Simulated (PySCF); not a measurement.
BeAs: one state, many levels of theory

State: ⁴Σ⁻ (quartet), unpaired electrons σ ↑, π ↑↑. Set-up: PySCF, no relativity, basis sets Be 6-31G(d,p), As 6-31G(d,p). De refers to Be + As in their high-spin ground configurations, without counterpoise correction. The functionals are run spin-unrestricted. A positive dipole means Be(−)As(+).

```csv
Level,Re (Å),ωe (cm⁻¹),De (eV),μ (D),"CPU s a point (SCF and correlation, without the integrals)"
UHF,2.194,538,0.88,-1.05,0.08
UHF-MP2,2.177,546,0.95,n/a,0.14
UHF-SCS-MP2,2.190,532,0.80,n/a,n/a
UHF-CCSD,2.198,509,0.58,n/a,n/a
UHF-CCSD(T),2.200,507,0.65,n/a,3.8
PBE,2.200,512,1.50,-0.24,0.49
PBEsol,2.188,522,1.62,-0.26,0.35
r²SCAN,2.191,526,1.59,-0.47,0.73
PBE0,2.184,530,1.43,-0.44,0.79
r²SCAN0,2.183,533,1.51,-0.59,0.77
M06,2.196,519,1.27,-0.15,0.82
CAM-B3LYP,2.174,538,1.33,-0.53,0.84
```

The bond length runs from 2.174 Å (CAM-B3LYP) to 2.200 Å (UHF-CCSD(T)). De spans 0.58 eV (UHF-CCSD, coupled cluster) to 1.62 eV (PBEsol, GGA). Correlation at CCSD(T) changes the Hartree–Fock bond energy by -0.23 eV; the triples alone change it by +0.07 eV.

Correlated steps freeze 9 core orbitals. Correlated levels converge slowly with the basis: in double zeta they bind strong bonds too weakly, by up to about 1 eV, and carry superposition errors of some tenths. Spin–orbit coupling is left out. The state is the lowest determinant that a PBE0 search found; another state may lie lower at other levels.

The whole job (state search and all levels along the bond) took about 2 min on 1 thread of Arm Neoverse V2 (shared host), peak memory 0.53 GiB.
